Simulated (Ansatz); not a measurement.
Consider the atomization: `OC1(F)BS1` → B• + C• + F• + 2 H• + O• + S•.

Calculated with Ansatz (gas phase, PBE0-D4/def2-TZVP geometries, no zero-point term in ΔE). CBS: MP2 limit from def2 TZ/QZ plus the TZ coupled-cluster correction, frozen cores. This one scheme is used for every species, atoms too. DFT in def2-TZVPP. B3LYP here is the variant with VWN-RPA as its local correlation; programs differ in this. No spin–orbit coupling; open shells (•) take unrestricted orbitals. Spin–orbit coupling would lower the free atoms: a little for B, C, F, O, S. One conformer a species, not always the lowest.

```csv
level,ΔE (kJ/mol),difference from CCSD(T)/CBS
LDA (SPW92),3242.1,577.5
revPBE-D4,2717.7,53.1
r2SCAN-D4,2721.5,56.9
B97M-V,2706.8,42.2
PBE0-D4,2711.8,47.2
CAM-B3LYP-D4,2679.5,14.9
ωB97M-V,2698.3,33.7
B2PLYP,2644.2,-20.4
PBE-QIDH,2668.1,3.5
PBE,2804.2,139.6
r2SCAN,2718.3,53.7
B3LYP,2643.7,-20.9
MP2/def2-SVP,2609.6,-55.0
CCSD(T)/def2-TZVPP,2578.7,-85.9
MP2/CBS(def2),2783.1,118.5
CCSD/CBS(def2),2593.6,-71.0
CCSD(T)/CBS,2664.6,0
```

Largest T1 diagnostic among the species: 0.016.

The D4 term adds +23.1 kJ/mol with B3LYP and +11.7 kJ/mol with PBE0; it sums over pairs of atoms, weighted by their polarisabilities, and B3LYP, whose exchange is more repulsive, gets the larger term. At CCSD(T), def2-SVP lies −153.2 kJ/mol from the extrapolated value and def2-TZVPP −85.9 kJ/mol: correlation converges slowly with the basis, and small sets miss more of it in the bonded molecule than in its fragments. From BLYP to BHLYP (50 % exact exchange), in def2-TZVPP and without D4, ΔE moves by −160.8 kJ/mol: exact exchange takes away binding that semilocal exchange gives to molecules.

For atomizations the MP2-based limit and the directly extrapolated one differ by several kJ/mol either way, and by 10 to 25 for some Ge, Se and Sn compounds, so smaller differences from it don't rank the levels.
